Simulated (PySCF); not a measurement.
Electron correlation in N⁺ (nitrogen, charge +1)

[He] 2s2 2p1 3d1, one real determinant (an excited configuration). All numbers are calculated (PySCF 2.14, scalar relativity by spin-free X2C-1e, in x2c-TZVPPall with one added diffuse shell each of s, p, d type (6s4p3d1f, 40 functions)). Frozen: nothing; 6 electrons correlated.

MP2 pair energies summed by pair of shells (mhartree):

```tsv
pair	energy	share (%)
2s-2s	-32.50	39.1
2s-2p	-22.90	27.6
1s-1s	-11.93	14.4
2s-3d	-10.09	12.1
1s-2s	-3.32	4.0
1s-2p	-1.22	1.5
2p-3d	-1.07	1.3
1s-3d	-0.04	0.0
```

Total MP2 correlation energy: -83.06 mhartree.

Same-spin part -7.13 and opposite-spin part -75.94 mhartree; SCS-MP2 scales them by 1/3 and 6/5 to -93.50 mhartree.

The reference is one real determinant that mixes LS terms of this configuration.

This basis was not built for core-valence correlation, so the inner-shell part is incomplete.
